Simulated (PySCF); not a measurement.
How methods differ on the ionisation energy of Pr²⁺

Pr²⁺ [Xe] 4f3 (high-spin determinant) → Pr³⁺ [Xe] 4f2 (high-spin determinant), as a difference of total energies. Computed with PySCF 2.14 in x2c-TZVPPall, with scalar relativity by spin-free X2C-1e. Correlated levels: valence: [Kr] 4d10 frozen; valence and next inner shell: [Ar] 3d10 frozen. The calculations carry no spin-orbit coupling.

| method | ionisation energy (eV) | difference from reference (eV) |
| --- | --- | --- |
| UHF | 19.410 | -2.214 |
| MP2 (valence) | 20.727 | -0.897 |
| SCS-MP2 (valence) | 20.366 | -1.258 |
| MP2 (valence and next inner shell) | 20.909 | -0.715 |
| SCS-MP2 (valence and next inner shell) | 20.555 | -1.069 |

Reference: 21.624 eV (measured; NIST Atomic Spectra Database, ionization energies).

The reference lies between the lowest fine-structure levels, while these numbers refer to the centres of the terms.

Errors of the correlated levels include the incompleteness of this basis and the frozen core.

The determinant of Pr²⁺ and of Pr³⁺ mixes LS terms, which raises its energy above the lowest term, most at the Hartree-Fock and MP2 levels.
